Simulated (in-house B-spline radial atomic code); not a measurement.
Ionisation energies along the 39-electron series, configuration [Kr] 4d3, as differences of self-consistent energies. NIST's values go from ground level to ground level; the uncertainty of those that are theory runs from under 0.1 % in few-electron ions to several per cent in heavy many-electron ones. Computed with a radial B-spline atomic code at the basis-set limit: non-relativistic Hartree-Fock, average of the configuration, point nuclei.

This level leaves out relativity, spin-orbit splitting included, which matters for heavy ions.

```csv
ion,configuration after,ionisation energy (eV),IE/(q+1)² (eV),-ε less Coulomb ΔSCF (eV),tabulated value (eV),tabulated kind,computed minus tabulated (eV)
Nb2+,[Kr] 4d2,23.8,2.6412,0.77648,25.04,semi-empirical,-1.3
Mo3+,[Kr] 4d2,38.7,2.4196,0.77317,40.33,semi-empirical,-1.6
Tc4+,[Kr] 4d2,55.9,2.2368,0.78066,57,tabulated theory,-1.1
Ru5+,[Kr] 4d2,75.2,2.0897,0.79114,76,tabulated theory,-0.8
Rh6+,[Kr] 4d2,96.6,1.9705,0.8023,97,tabulated theory,-0.4
Pd7+,[Kr] 4d2,119.8,1.8724,0.81337,120,tabulated theory,-0.2
Ag8+,[Kr] 4d2,145.0,1.7904,0.82409,145.1,tabulated theory,-0.1
Cd9+,[Kr] 4d2,172.1,1.7209,0.8344,173,tabulated theory,-0.9
In10+,[Kr] 4d2,201.0,1.6611,0.84427,201,tabulated theory,0.0
Sn11+,[Kr] 4d2,231.7,1.6093,0.85373,232,tabulated theory,-0.3
Sb12+,[Kr] 4d2,264.3,1.5639,0.86278,265,tabulated theory,-0.7
Te13+,[Kr] 4d2,298.7,1.5238,0.87146,299,tabulated theory,-0.3
I14+,[Kr] 4d2,334.8,1.488,0.87979,335,tabulated theory,-0.2
Xe15+,[Kr] 4d2,372.7,1.456,0.88778,374,tabulated theory,-1.3
Cs16+,[Kr] 4d2,412.4,1.4271,0.89545,413,tabulated theory,-0.6
Ba17+,[Kr] 4d2,453.9,1.4009,0.90283,455,tabulated theory,-1.1
La18+,[Kr] 4d2,497.1,1.3771,0.90991,498,tabulated theory,-0.9
Ce19+,[Kr] 4d2,542.1,1.3553,0.91674,543,tabulated theory,-0.9
Pr20+,[Kr] 4d2,588.8,1.3352,0.92331,590,tabulated theory,-1.2
```
